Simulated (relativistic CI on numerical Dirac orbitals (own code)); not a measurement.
# Slater and spin-orbit integrals, Xe²⁰⁺

Calculated at this level of theory: Dirac-Coulomb-Breit CI, KLI orbitals optimised for each configuration, a model potential for QED, unscaled Slater integrals (own radial code, finite nucleus).

Slater integrals F^k, G^k are unscaled and averaged over j, outside the closed core [Ar] 3d10; ζ comes from projecting the Hamiltonian with its Breit term on Σ l·s of the shell.

- 4s²4p⁴: F^2(4p,4p) = 153590, ζ(4p) = 86626 cm⁻¹; <r>(4p) = 0.6743, <r^2>(4p) = 0.5131 (bohr units).
- 4s4p⁵: G^1(4s,4p) = 201660, ζ(4p) = 86511 cm⁻¹; <r>(4s) = 0.653, <r^2>(4s) = 0.4784, <r>(4p) = 0.6746, <r^2>(4p) = 0.5134 (bohr units).
- 4s²4p³4d: F^2(4p,4p) = 153590, ζ(4p) = 86895, F^2(4p,4d) = 148500, G^1(4p,4d) = 186970, G^3(4p,4d) = 119040, ζ(4d) = 9956.2 cm⁻¹; <r>(4p) = 0.6743, <r^2>(4p) = 0.513, <r>(4d) = 0.6973, <r^2>(4d) = 0.5546 (bohr units).

Averages of the first 10 configurations, taken without configuration mixing, which lowers the lowest level and can move excited configurations by several eV; other configurations of the list can lie among them:

| Configuration | Parity | States | Average energy above the lowest level (eV) |
| --- | --- | --- | --- |
| 4s²4p⁴ | even | 15 | 14.0 |
| 4s4p⁵ | odd | 12 | 83.0 |
| 4s²4p³4d | odd | 200 | 108.6 |
| 4p⁶ | even | 1 | 158.9 |
| 4s4p⁴4d | even | 300 | 174.6 |
| 4s²4p³4f | even | 280 | 208.8 |
| 4s4p⁴4f | odd | 420 | 275.1 |
| 4p⁵4d | odd | 60 | 247.5 |
| 4s4p³4d² | odd | 1800 | 268.1 |
| 4s²4p²4d4f | odd | 2100 | 303.8 |
